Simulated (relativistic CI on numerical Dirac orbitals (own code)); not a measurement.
## Mn4+: 3p photoemission

Computed with this model: Dirac-Coulomb-Breit CI, orbitals from a KLI potential per configuration, QED by a radiative potential, multiplet model of photoemission in the sudden approximation, unscaled Slater integrals; configurations [Ar] 3d3 → [Ne] 3s2 3p5 3d3; 300 K; Lorentzian 0.56 eV and Gaussian 0.6 eV FWHM. Energies are those of the free ion, without screening or charge transfer. The energies are binding energies and can lie tens of eV above those of solids. S is read from ⟨S²⟩ = S(S + 1).

Field parameters in Wybourne normalisation: D3d B²₀ = −7Dσ, B⁴₀ = −14Dq − 21Dτ, B⁴₃ = −14√(10/7) Dq; D4h B²₀ = −7Ds, B⁴₀ = 21(Dq − Dt), B⁴₄ = 21√(5/14) Dq; Td as Oh with Dq negative (B⁴₀ = 21Dq, B⁴₄ = √(5/14) B⁴₀). The field is a parameter set, without covalency.

Peaks in eV (height, largest 100): 115.4 (67), 116.3 (93), 118.1 (100), 123.3 (39), 131.3 (13), 139.1 (34), 143.5 (23).

Problem. Which surroundings give this spectrum?
A. D4h, 10Dq = 32450, Ds = 1150, Dt = -570 cm⁻¹
B. free ion
C. D4h, 10Dq = 9400, Ds = -620, Dt = 0 cm⁻¹
D. D3d, 10Dq = 29900, Dσ = 560, Dτ = 200 cm⁻¹

Solution. B. free ion, where the ground state has S = 1.50.
